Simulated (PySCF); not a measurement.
How do the members of this family differ from one of them?

PySCF, wB97X-D/def2-SVPD, density fitting, gas phase; each molecule at its own PBE0-D3(BJ)/def2-SVP geometry, one conformer. Singlet excitations by full TDDFT with frozen cores and triplets by Tamm–Dancoff TDDFT. 

Reference: `[H][Sn]([H])([H])[CH3]`, with HOMO energy -10.26 eV, LUMO energy 1.59 eV, lowest singlet excitation 7.77 eV, lowest triplet excitation 7.10 eV, mean polarisability 56.7 au and dipole moment 0.75 D.

Changes against it:

| molecule | Δ HOMO energy (eV) | Δ LUMO energy (eV) | Δ lowest singlet excitation (eV) | Δ lowest triplet excitation (eV) | Δ mean polarisability (au) | Δ dipole moment (D) |
| --- | --- | --- | --- | --- | --- | --- |
| [H][Sn]([H])([H])[N](C)CC | +2.47 | -0.06 | -2.65 | -2.44 | +31.2 | -0.36 |
| [H][Sn]([H])([H])[CH2]C=C | +1.59 | -0.17 | -1.41 | -2.90 | +26.0 | -0.24 |
| [H][Sn]([H])([H])[N]=C=S | +1.43 | -0.67 | -2.65 | -2.47 | +26.6 | +4.11 |
| [H][Sn]([H])([H])[NH]C(C)(C)C | +1.95 | -0.06 | -2.18 | -2.00 | +42.8 | +0.02 |
| [H][Sn]([H])([H])[O]C(C)C | +0.95 | -0.36 | -1.80 | -1.52 | +26.2 | +0.71 |
| [H][Sn]([H])([H])[Si](C)(C)C | +1.31 | +0.01 | -1.04 | -1.09 | +54.3 | +1.13 |
| [H][Sn]([H])([H])[CH]=C | +0.51 | -0.39 | -1.49 | -2.74 | +11.0 | -0.14 |
| [H][Sn]([H])([H])[N]1CCCC1 | +2.41 | -0.03 | -2.60 | -2.32 | +39.3 | -0.43 |
| [H][Sn]([H])([H])[CH2]CCC | +0.67 | +0.06 | -0.45 | -0.40 | +37.0 | +0.22 |
| [H][Sn]([H])([H])[N](CC)CC | +2.54 | -0.06 | -2.72 | -2.49 | +43.2 | -0.41 |
| [H][Sn]([H])([H])[C](F)(F)F | -0.56 | -0.40 | +0.35 | -0.27 | -0.2 | +1.61 |

Rows whose labels were lost:

```json
{"row": "P", "Δ HOMO energy (eV)": "+0.51", "Δ LUMO energy (eV)": "-0.33", "Δ lowest singlet excitation (eV)": "-0.66", "Δ lowest triplet excitation (eV)": "-0.88", "Δ mean polarisability (au)": "+19.9", "Δ dipole moment (D)": "-0.49"}
{"row": "Q", "Δ HOMO energy (eV)": "+1.94", "Δ LUMO energy (eV)": "-0.01", "Δ lowest singlet excitation (eV)": "-2.29", "Δ lowest triplet excitation (eV)": "-2.11", "Δ mean polarisability (au)": "+19.1", "Δ dipole moment (D)": "+0.01"}
{"row": "R", "Δ HOMO energy (eV)": "+1.13", "Δ LUMO energy (eV)": "-0.83", "Δ lowest singlet excitation (eV)": "-2.48", "Δ lowest triplet excitation (eV)": "-2.23", "Δ mean polarisability (au)": "+8.2", "Δ dipole moment (D)": "+0.95"}
```

Task: Which row belongs to which of `[H][Sn]([H])([H])[NH]CC`, `[H][Sn]([H])([H])[SH]` and `[H][Sn]([H])([H])[SiH3]`?

Result: P = `[H][Sn]([H])([H])[SiH3]`, Q = `[H][Sn]([H])([H])[NH]CC` and R = `[H][Sn]([H])([H])[SH]`. P and Q are told apart most clearly by the lowest singlet excitation (-0.66 against -2.29 eV); P and R are told apart most clearly by the lowest singlet excitation (-0.66 against -2.48 eV); Q and R are told apart most clearly by the mean polarisability (+19.1 against +8.2 au).

Task: Which row has the smallest HOMO–LUMO gap and which the largest, and does the HOMO or the LUMO shift more there?

Result: Smallest, counted from the reference: `[H][Sn]([H])([H])[N](CC)CC`, -2.60 eV (HOMO +2.54, LUMO -0.06), the larger shift being that of the HOMO. Largest: `[H][Sn]([H])([H])[C](F)(F)F`, +0.16 eV (HOMO -0.56, LUMO -0.40), the larger shift being that of the HOMO.

Task: Fit a straight line for the change of the lowest triplet excitation against that of the lowest singlet excitation over the labelled rows, and test it on P, Q and R.

Result: Over the 11 labelled rows the slope is 0.717 eV/eV, the intercept -0.66 eV, r = 0.78 and the standard error 0.61 eV. P: predicted -1.13, computed -0.88 eV; Q: predicted -2.30, computed -2.11 eV; R: predicted -2.44, computed -2.23 eV. The mean miss is 0.22 eV, against 0.53 eV for guessing the labelled rows' mean: the line carries over to these rows.
